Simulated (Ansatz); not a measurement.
```yaml
crystal:
  periodic: [false, false, false]
  atoms:
    - {symbol: C, position_ang: [-1.145860, 0.774359, 1.197894]}
    - {symbol: B, position_ang: [-0.356009, 0.809231, -0.148838]}
    - {symbol: C, position_ang: [0.459621, -0.339253, -0.648801]}
    - {symbol: C, position_ang: [0.692929, -1.483411, -1.341057]}
    - {symbol: B, position_ang: [1.825449, -0.976828, -0.619783]}
    - {symbol: H, position_ang: [-0.834440, 1.603693, 1.842203]}
    - {symbol: H, position_ang: [-1.068755, -0.158033, 1.757952]}
    - {symbol: H, position_ang: [-2.204829, 0.964620, 0.982342]}
    - {symbol: H, position_ang: [-0.338455, 1.815478, -0.803574]}
    - {symbol: H, position_ang: [0.099493, -2.126936, -1.975077]}
    - {symbol: H, position_ang: [2.936453, -0.940020, -0.222664]}
basis:
  gaussian: {orbitals: aug-cc-pVTZ}
hamiltonian: {xc: {name: HF}}
correlation: {method: mp2, frozen_orbitals: {C: 0}}
scf: {lower_state_search: off}
```

```sh
$ ansatz run in.yaml --threads 2 --pin off --events-out ev --progress --plain --max-ram 4352MiB
```

Shortened log:

```
Functional definition: HF
  name "HF"
  cite "Fock, Z. Phys. 61, 126 (1930) doi:10.1007/BF01340294"
  parent pbe
  exchange = exact_x
  correlation = 0
these checks for a lower state are left out or cut short: stability, starts, cluster_reference, orbital_swaps, neighbouring_geometries, increment
Error: "frozen_orbitals" has no count for B
```

What is wrong with this run?

Frozen orbitals are typed for one element alone, and the program wants a count for each. The program refused the input.
